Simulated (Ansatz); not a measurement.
A run for Ansatz (a first-principles code): R-PBE/def2-TZVPP on CH2O2 (SMILES O=CO).

Ansatz 0.2 input:
```yaml
crystal:
  periodic: [false, false, false]
  atoms:
    - {symbol: C, position_ang: [-0.22190442, -0.06657897, 0.36398237]}
    - {symbol: O, position_ang: [-0.22560559, -0.06772192, 1.55392452]}
    - {symbol: O, position_ang: [0.87088558, 0.26127984, -0.35851527]}
    - {symbol: H, position_ang: [-1.09704464, -0.32911399, -0.25633067]}
    - {symbol: H, position_ang: [0.67366906, 0.20213505, -1.30296094]}
basis:
  gaussian:
    orbitals: def2-TZVPP
hamiltonian:
  xc: {name: PBE}
scf: {lower_state_search: off}
```

The log:

```
WARN ansatz: RAYON_NUM_THREADS=1 ignored (pool sized by the plan → 1); use --threads N
Functional definition: PBE
these checks for a lower state are left out or cut short: stability, starts, cluster_reference, orbital_swaps, neighbouring_geometries, increment
integrals: 0.03 GiB planned
600 factors; their error is unknown
mean field: 0.27 GiB planned
mean field evaluation 1: about -5154.0388 eV, gradient 6.2e1 eV
mean field evaluation 2: about -5123.3928 eV, gradient 1.4e2 eV
mean field evaluation 4: about -5160.0322 eV, gradient 1.5e1 eV
mean field evaluation 8: about -5160.3949 eV, gradient 2.2e-2 eV
mean field evaluation 16: about -5160.3878 eV, gradient 1.0e-5 eV
mean field -5160.38778044 eV, -189.6407530948 hartree, gradient 1.5e-6 eV, S^2 0.000000; 0 other end points of the search recorded, 0 dependent functions left out
reference -5160.38780789 eV, -189.6407541034 hartree; 12, 12 occupied and 109, 109 virtual orbitals, 600 factors
Total energy: -5160.38780789 eV, -189.6407541034 hartree
Checks for a lower state left out: stability, starts, cluster_reference, orbital_swaps, neighbouring_geometries, increment
```

The run converged.

Cost: around 0.8 core-seconds (rough).
